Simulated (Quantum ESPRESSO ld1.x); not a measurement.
Q: Species: the niobium ion Nb3+. Configuration: [Kr] 4d2. Method: non-relativistic Kohn-Sham, LDA (Slater exchange, Perdew-Zunger correlation), spin-polarised, spherical densities, point nucleus; open shells are filled with parallel spins first; relativity is left out, which matters for an element this heavy; computed with ld1.x of Quantum ESPRESSO 7.5. Some entries of the table are withheld. Estimate them.

orbital  occ.  eigenvalue (eV)  <r> (bohr)
1s down     1         -18365.6     0.03724
1s up       1         -18365.6     0.03724
2s up       1         -2555.51      0.1631
2s down     1         -2555.27      0.1631
2p up       3         -2352.23      0.1398
2p down     3         -2352.05      0.1398
3s up       1         -450.524      0.4559
3s down     1         -450.356      0.4558
3p up       3         -373.230      0.4515
3p down     3         -373.046      0.4514
3d up       5         -231.441      0.4323
3d down     5         -231.192      0.4321
4s up       1         -86.6056       1.173
4s down     1         -85.3393       1.170
4p up       3         -64.8381       1.282
4p down     3         -63.4955       1.279
4d up       2              (1)         (2)
4d down     0              (3)         (4)

A: 
(1) 4d up eigenvalue (eV): -31.7999
(2) 4d up <r> (bohr): 1.692
(3) 4d down eigenvalue (eV): -30.3794
(4) 4d down <r> (bohr): 1.699
